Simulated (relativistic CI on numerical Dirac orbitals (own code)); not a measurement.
Computed by Dirac-Coulomb-Breit CI, separate exchange-only KLI orbitals for each configuration, a model potential for QED, unscaled Slater integrals (own radial code, finite nucleus).

Configurations in the expansion (outside the closed core [Ar] 3d10): 4s²4p⁶4d, 4s²4p⁵4d², 4s²4p⁶4f, 4s4p⁶4d², 4s²4p⁵4d4f, 4s4p⁶4d4f, 4s²4p⁶5s, 4s²4p⁶5p, 4s²4p⁶5d, 4s²4p⁵4d5s, 4s²4p⁶5f, 4s²4p⁵4d5p, 4s²4p⁶5g, 4s²4p⁶6s, 4p⁶4d²4f, 4s4p⁶4f5s, 4s²4p⁶6p, 4s4p⁶4d5s, 4s²4p⁵4d5d, 4p⁶4d³, 4p⁵4d⁴, 4p⁵4d³4f, 4p⁶4d4f², 4p⁵4d²4f², 4p⁶4f³, 4p⁵4d4f³, 4p⁶4f²5s, 4s4p⁶4f², 4s4p⁵4f³. Double excitations out of closed p, d and f shells are left out; levels of such configurations are missing from the list, as are those of other unlisted configurations, and high levels can miss mixing partners. These lack a partner that the ground configuration has and come out too high: 4s²4p⁵4d5s, 4s²4p⁵4d5p, 4s²4p⁵4d5d, 4s²4p⁶5p, 4s²4p⁶5d.

At this charge energies of transitions that change n are usually good to better than 1 %, and those within a shell (Δn = 0) to a few per cent.

Outline of the computed level scheme of Pr XXIII. Lowest level of each configuration: 4s²4p⁶4d ²D3/2 at 0.000 eV; 4s²4p⁵4d² ⁴D°1/2 at 97.371 eV; 4s²4p⁶4f ²F°7/2 at 130.029 eV.

Some strong electric-dipole decays among the lowest 45 levels: 4s²4p⁵4d² ²F°5/2 → 4s²4p⁶4d ²D3/2 (1.4e+12 s⁻¹); 4s²4p⁵4d² ²P°1/2 → 4s²4p⁶4d ²D3/2 (6.5e+11 s⁻¹); 4s²4p⁵4d² ²P°1/2 → 4s²4p⁶4d ²D3/2 (5.2e+11 s⁻¹); 4s²4p⁵4d² ⁴D°1/2 → 4s²4p⁶4d ²D3/2 (1.5e+11 s⁻¹); 4s²4p⁵4d² ²P°3/2 → 4s²4p⁶4d ²D5/2 (1.1e+11 s⁻¹); 4s²4p⁵4d² ²D°3/2 → 4s²4p⁶4d ²D3/2 (7.1e+10 s⁻¹); 4s²4p⁵4d² ⁴G°5/2 → 4s²4p⁶4d ²D5/2 (5.0e+10 s⁻¹); 4s²4p⁵4d² ²F°5/2 → 4s²4p⁶4d ²D3/2 (4.2e+10 s⁻¹).

LS names give the leading component of a level, which can be under half, so a name can repeat, a term be missing and a line seem to break the LS rules.
